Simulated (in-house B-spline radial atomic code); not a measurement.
## RPA and G0W0 on LDA exchange-only: the iodine ion I⁶⁺

Configuration [Kr] 4d10 5s1, highest spin, mean-field start LDA exchange-only. Computed with a B-spline radial code for spherical atoms: all electrons, scalar-relativistic (spin-free one-electron X2C), finite nucleus, each spin shell either full or empty, empty states to l = 9 with an (l + 1/2)⁻⁴ tail; G0W0 by contour deformation at full frequency.

Command:
```bash
python run_gw.py task.json out
```
Settings (radii: box in bohr, nucleus in fm):
```
Z                        53
electrons                47
configuration            [Kr] 4d10 5s1
hamiltonian              x2c
method                   lda,
lmax                     9
rms_radius               4.75
spin_polarised           True
box_radius               9.29
intervals                66
ion_configuration        [Kr] 4d10
```

Run time, properties included: 13 s on 1 thread of Arm Neoverse N1, with other jobs on the host.

Energies (hartree):

```csv
term,value
mean-field total,-7096.03782
Hartree-Fock functional on these orbitals,-7104.67906
direct second order,-4.2814
second-order exchange,1.1832
SOSEX correction,1.1087
```

(1) What is the RPA correlation energy, and what remains with SOSEX?

Quasi-particle levels (eV):

```json
{"level": "5s up", "occupied": "yes", "mean field": "-81.65", "Σx - vxc": "-4.69", "Σc": "?", "QP weight": "?", "G0W0": "?"}
{"level": "4d down", "occupied": "yes", "mean field": "-121.72", "Σx - vxc": "-14.40", "Σc": "0.63", "QP weight": "0.951", "G0W0": "-135.49"}
{"level": "4d up", "occupied": "yes", "mean field": "-122.15", "Σx - vxc": "-14.32", "Σc": "0.66", "QP weight": "0.933", "G0W0": "-135.81"}
{"level": "5s down", "occupied": "no", "mean field": "-79.43", "Σx - vxc": "7.59", "Σc": "-3.13", "QP weight": "0.960", "G0W0": "-74.97"}
```

G0W0 = mean field + (Σx - vxc) + Σc, with Σc (partial-wave tail included) taken at the quasi-particle energy. Only the outer levels were computed. Levels of low weight are left out.

(2) Where does G0W0 put 5s up?

(3) What does it cost to remove one electron (to [Kr] 4d10) by differences of total energies, each species on its own start (correlation terms add to the Hartree-Fock functional)?

Results:

(1) RPA gives -3.8019 hartree (-2.2 eV per electron); RPA + SOSEX gives -2.6932, and the second-order doubles -3.0982 hartree (no singles). RPA lacks exchange-type terms and so overcorrelates at short range.

(2) At -88.66 eV, with Σc = -2.33 eV and a quasi-particle weight of 0.972. The tabulated removal energy is 87.61 ± 0.06 eV (NIST, semi-empirical); the calculation leaves out spin-orbit coupling, Breit and QED terms, and what these don't explain is the method's own error.

(3) LDA exchange-only 87.70 eV, Hartree-Fock functional 85.93 eV, + RPA 88.32 eV, + RPA + SOSEX 87.54 eV, + second order 88.61 eV. Tabulated: 87.61 ± 0.06 eV (NIST, semi-empirical); the calculation leaves out spin-orbit coupling, Breit and QED terms, and what these don't explain is the method's own error.
